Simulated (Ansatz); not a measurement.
Computed with frozen-core CCSD(T)/def2-TZVPP // PBE-D3(BJ)/def2-SVP (Ansatz, a first-principles code).

Ansatz 0.2 input:
```yaml
crystal:
  periodic: [false, false, false]
  atoms:
    - { symbol: Cd, position_ang: [0.0, -0.000001, 0.0] }
    - { symbol: Br, position_ang: [-0.581708, 0.07239, 2.347755] }
    - { symbol: Br, position_ang: [0.581708, -0.072387, -2.347755] }
basis:
  gaussian: { orbitals: def2-TZVPP }
correlation:
  method: ccsd_t
```

Output:

```
Functional definition: HF
1046 factors; integrals over basis functions are off by at most 1.0e-3 eV
mean field evaluation 1: about -144540.6725 eV, gradient 1.9e1 eV
mean field evaluation 2: about -144540.9430 eV, gradient 1.9e1 eV
mean field evaluation 4: about -144542.1711 eV, gradient 1.6e0 eV
mean field evaluation 8: about -144542.1897 eV, gradient 2.2e-1 eV
mean field evaluation 16: about -144542.1899 eV, gradient 2.0e-6 eV
mean field -144542.18987751 eV, -5311.8275037834 hartree, gradient 2.0e-6 eV, S^2 0.000000; 0 other end points of the search recorded, 0 dependent functions left out
18 core orbitals not correlated
reference -144542.18987751 eV, -5311.8275037834 hartree; 27, 27 occupied and 107, 107 virtual orbitals, 1046 factors
second order -33.77247638 eV of doubles, -0.00000000 eV of singles
cycle   1  -32.42802971 eV  change     1.3e0 eV  update   1.1e-1
cycle   2  -33.11918002 eV  change   -6.9e-1 eV  update   2.9e-2
cycle   3  -33.22993787 eV  change   -1.1e-1 eV  update   1.9e-2
cycle   4  -33.17365475 eV  change    5.6e-2 eV  update   6.7e-3
cycle   5  -33.17355615 eV  change    9.9e-5 eV  update   2.5e-3
cycle   6  -33.17656159 eV  change   -3.0e-3 eV  update   5.9e-4
cycle   7  -33.17602027 eV  change    5.4e-4 eV  update   2.2e-4
cycle   8  -33.17600837 eV  change    1.2e-5 eV  update   6.8e-5
cycle   9  -33.17607334 eV  change   -6.5e-5 eV  update   2.1e-5
perturbative correction -1.02170690 eV, -0.0375470360 hartree
Total energy: -144576.38765775 eV, -5313.0842490271 hartree
```

Cost: around 30 core-seconds (rough).
